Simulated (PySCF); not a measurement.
A small calculation by hand: dipole moment from atomic charges

CH3FO3Si, SMILES O=CO[Si@@H](O)F. Atoms are numbered in the order given.

```xyz
9

O      1.1597     1.6569     0.3505
C      1.5128     0.5909     0.7806
O      0.8111    -0.5339     0.7069
Si    -0.7086    -0.6473    -0.0597
O     -1.4689     0.7901    -0.0122
F     -0.3710    -1.1160    -1.5631
H      2.4795     0.4283     1.2984
H     -1.4680    -1.7065     0.6133
H     -0.8439     1.5336    -0.0531
```

The structure is a stationary point at PBE0-D3(BJ)/def2-SVP. The structure was generated by enumeration; whether it is a known compound was not checked. One conformer was computed; it need not be the lowest.

Charges (e) from HF/def2-TZVP (PySCF):

```tsv
atom	ESP fit	Mulliken
O1	-0.596	-0.494
C2	0.687	0.466
O3	-0.599	-0.475
Si4	1.227	1.049
O5	-0.790	-0.633
F6	-0.368	-0.399
H7	0.072	0.131
H8	-0.139	-0.038
H9	0.506	0.393
```

The dipole moment of the full density is 2.42 D.

What dipole moment does each set of point charges give, and which comes closer to that of the density?


μ = Σ q r, and 1 e Å = 4.8032 D.
ESP fit: Σ q r = (0.245, -0.225, 0.397) e Å, |μ| = 2.49 D.
Mulliken: Σ q r = (0.130, -0.300, 0.550) e Å, |μ| = 3.07 D.
ESP fit comes closer in size. Point charges leave out the atoms' own dipoles (lone pairs, polarised bonds); fits to the potential absorb them, partitions of the density don't.
